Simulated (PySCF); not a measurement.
C4H7NS.

```xyz
13

C      2.8755     0.5508     0.5716
S      1.2724    -0.1725     1.0110
C      0.3810     0.1112    -0.5031
C     -0.8771    -0.2133    -0.6952
C     -2.1350    -0.5702    -0.8941
N     -3.2668     0.2290    -0.7579
H      3.5278     0.4196     1.4462
H      3.3284     0.0314    -0.2865
H      2.7871     1.6263     0.3555
H      0.9903     0.5882    -1.2882
H     -2.3519    -1.5793    -1.2769
H     -3.1299     1.0700    -0.2050
H     -4.1083    -0.2716    -0.4908
```

Geometry optimised at r2SCAN-D4/def2-SVP. The structure was generated by enumeration; whether it is a known compound was not checked. Other conformers were not sampled.

Calculation: HF/pcSseg-1 (PySCF). Non-relativistic, no solvent.

Computed absolute GIAO shielding of each atom: isotropic value and principal components (ppm):
```tsv
atom	σ(iso)	σ11	σ22	σ33	span
C1	172.3	155.1	172.2	189.5	34.4
S2	570.1	412.8	480.2	817.3	404.5
C3	87.0	5.9	109.1	146.1	140.2
C4	-17.3	-45.3	-21.5	14.8	60.1
C5	75.2	-15.6	86.3	154.8	170.4
N6	222.5	200.3	223.8	243.5	43.1
H7	29.9	25.0	26.6	38.2	13.1
H8	29.5	24.2	27.5	36.9	12.6
H9	29.5	24.1	27.6	36.7	12.6
H10	26.1	21.7	27.2	29.5	7.9
H11	25.2	22.2	25.5	27.8	5.5
H12	29.7	22.6	28.8	37.6	15.0
H13	29.8	23.2	26.3	40.1	16.9
```
